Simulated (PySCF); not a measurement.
Delta-SCF ions had no search for a lower state. Excitations are Tamm–Dancoff values on a coarser integration grid. The basis has no diffuse functions, so Rydberg states are missing or too high.

Cartesian coordinates (Å):
```xyz
4

O     -2.0071    -0.0430    -0.0012
B     -0.8143     0.0682     0.0001
B      0.8143     0.2193    -0.0001
O      2.0071     0.3306     0.0013
```
Charge 0, multiplicity 1.

Estimate the LUMO, S1 excitation (TDA), HOMO, total energy, vertical ionisation energy (Delta-SCF), HOMO–LUMO gap and dipole moment that M06-2X/def2-TZVP // B3LYP-D3(BJ)/def2-TZVP run with PySCF returns for this input.


```
Item                                          Value
--------------------------------------  -----------
LUMO                                       -1.50 eV
S1 excitation (TDA)                         6.48 eV
HOMO                                      -12.54 eV
total energy                            -5448.88 eV
vertical ionisation energy (Delta-SCF)     13.83 eV
HOMO–LUMO gap                              11.04 eV
dipole moment                                0.00 D
```
